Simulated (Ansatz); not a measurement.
A run for Ansatz (a program for electronic structure): R-B3LYP/def2-TZVPP on GeH4OSi (SMILES [OH][Ge][SiH3]), a point of a torsion scan.

Ansatz 0.2 input:
```yaml
crystal:
  periodic: [false, false, false]
  atoms:
    - {symbol: O, position_ang: [2.19581378, -0.11533986, -0.43178109]}
    - {symbol: Ge, position_ang: [0.93782135, -1.22997310, 0.13380210]}
    - {symbol: Si, position_ang: [0.71798798, -0.42056769, 2.45335446]}
    - {symbol: H, position_ang: [2.37818817, 0.77860778, -0.15028961]}
    - {symbol: H, position_ang: [0.76493382, 1.04385479, 2.63965970]}
    - {symbol: H, position_ang: [-0.50440600, -0.84371563, 3.15196585]}
    - {symbol: H, position_ang: [1.81725719, -0.91766541, 3.30129050]}
basis:
  gaussian:
    orbitals: def2-TZVPP
hamiltonian:
  xc: {name: B3LYP}
scf: {lower_state_search: off}
```

Output:

```
WARN ansatz: RAYON_NUM_THREADS=2 ignored (pool sized by the plan → 2); use --threads N
Functional definition: B3LYP
these checks for a lower state are left out or cut short: stability, starts, cluster_reference, orbital_swaps, neighbouring_geometries, increment
integrals: 0.09 GiB planned
1067 factors; their error is unknown
mean field: 0.80 GiB planned
mean field evaluation 1: about -66503.9823 eV, gradient 6.3e1 eV
mean field evaluation 2: about -66452.7863 eV, gradient 1.6e2 eV
mean field evaluation 4: about -66510.6235 eV, gradient 8.3e0 eV
mean field evaluation 8: about -66510.7953 eV, gradient 1.4e-1 eV
mean field evaluation 16: about -66511.0240 eV, gradient 7.1e-5 eV
mean field -66511.02399355 eV, -2444.2350489716 hartree, gradient 3.5e-6 eV, S^2 0.000000; 0 other end points of the search recorded, 0 dependent functions left out
reference -66511.02423795 eV, -2444.2350579532 hartree; 29, 29 occupied and 148, 148 virtual orbitals, 1067 factors
Total energy: -66511.02423795 eV, -2444.2350579532 hartree
Checks for a lower state left out: stability, starts, cluster_reference, orbital_swaps, neighbouring_geometries, increment
```

The run converged.

Cost: about 5 core-seconds (a rough figure).
